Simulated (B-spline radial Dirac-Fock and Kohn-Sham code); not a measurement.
# X-ray form factors of erbium in several charge states

Calculated with an atomic code on a B-spline grid, using relativistic Hartree-Fock (Dirac-Fock) wave functions, averaged over the configuration.

Configurations: Er⁴⁰⁺ [Ar] 3d10; Er⁴²⁺ [Ar] 3d8; Er⁴³⁺ [Ar] 3d7; Er⁴⁵⁺ [Ar] 3d5. The first column is f₀ of Er⁴⁰⁺, the others are differences from it.

```csv
s (Å⁻¹),Er⁴⁰⁺,Δ Er⁴²⁺,Δ Er⁴³⁺,Δ Er⁴⁵⁺
0,28.000,-2.000,-3.000,-5.000
0.1,27.930,-1.992,-2.988,-4.980
0.2,27.720,-1.966,-2.950,-4.920
0.3,27.375,-1.925,-2.890,-4.822
0.4,26.902,-1.869,-2.806,-4.688
0.5,26.310,-1.799,-2.703,-4.521
0.7,24.817,-1.625,-2.446,-4.105
0.9,23.004,-1.420,-2.142,-3.609
1.1,20.991,-1.199,-1.814,-3.074
1.4,17.859,-0.872,-1.327,-2.273
```
